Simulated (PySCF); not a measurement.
Species: C3H9B.
Cartesian coordinates in Å at the PBE0-D3(BJ)/def2-SVP level; atoms count from 1:
```
atom  x, y, z in Å
B1    -0.007    1.225   -0.464
C2    -0.095   -0.323   -0.496
C3    -1.442   -0.952   -0.153
C4     1.087   -1.099    0.079
H5     1.070    1.779   -0.420
H6    -1.004    1.900   -0.608
H7     0.008   -0.340   -1.619
H8    -1.618   -0.919    0.934
H9    -2.276   -0.421   -0.636
H10   -1.490   -2.010   -0.457
H11    2.050   -0.673   -0.239
H12    1.067   -2.159   -0.220
H13    1.065   -1.074    1.181
```

Linear response at wB97X-D/def2-SVPD (PySCF, frozen core in the response, non-relativistic).

Static isotropic polarisability: 53.51 au (7.93 Å³), principal values 46.3, 56.4, 57.9 au.

Question: What is the polarisability at 1064 nm and at the sodium D line?

Answer: 53.90 au at 1064 nm (+0.7 %), 54.81 au at 589.3 nm (+2.4 %). The rise at 589.3 nm is 3.34 times that at 1064 nm; a pure ω² law gives 3.26. The lowest singlet lies at 216 nm, shorter than both wavelengths.

Question: What is the isotropic C6 coefficient between two such molecules, C6 = (3/π)∫α(iω)² dω?

Answer: 1203 au (Eh·bohr⁶) by a ten-point quadrature over imaginary frequencies, which is 719 eV·Å⁶ or 69.4 J·nm⁶/mol.

Question: Which effective excitation energy ω̄ makes London's formula C6 = (3/4)α²ω̄ exact here?

Answer: ω̄ = 4·C6/(3α²) = 0.560 Eh = 15.2 eV. A one-pole form α(ω) = α/(1 − ω²/ω̄²) fitted to the 1064 nm value gives 13.7 eV. London's choice of the ionisation energy (10.58 eV, ΔSCF at the same level) gives C6 = 835 au, 31 % too low.

Question: How many electrons N does the Slater–Kirkwood formula C6 = (3/4)·√N·α^(3/2) need to give this C6?

Answer: N = (4·C6/3)²/α³ = 16.8; the species has 32 electrons in all.

Question: What molar refraction at the D line follows from R = (4π/3)·N_A·α′, with α′ the polarisability volume?

Answer: α′ = 8.12 Å³ gives R = 20.49 cm³/mol, for isolated, non-vibrating species.

Question: What does −C6/R⁶ come to at R = 12 Å between centres?

Answer: -23 J/mol. This is the leading, orientation-averaged term; C8 and higher terms are left out.

Question: How anisotropic is the static polarisability, by Δα² = ½[(α1 − α2)² + (α2 − α3)² + (α3 − α1)²]?

Answer: Δα = 11.0 au, or 0.20 of the isotropic value.

One conformer stands for the species.

Note: wB97X-D ran without an empirical dispersion term, which enters the total energy and its gradient alone.
